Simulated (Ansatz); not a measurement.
**Question.** Name a neutral molecule of C, Cl, Mo, O and H with LUMO energy (B3LYP/def2-TZVPP) between -3.20 and -2.90 eV and LUMO energy (ωB97M-V/def2-TZVPP) between -1.00 and -0.70 eV (Ansatz, PBE0-D4/def2-TZVP geometry).

**Answer.** `C[O][Mo](=[O])([Cl])([O]C)[O]C` (-3.17 eV, -0.96 eV); `C[O][Mo]([OH])([Cl])([O]C)([O]C)[O]C` (-3.00 eV, -0.89 eV). Other molecules can fit too; these were computed, each in one conformer that needn't be the lowest.

B3LYP here is the variant with VWN-RPA as its local correlation; programs differ in this.
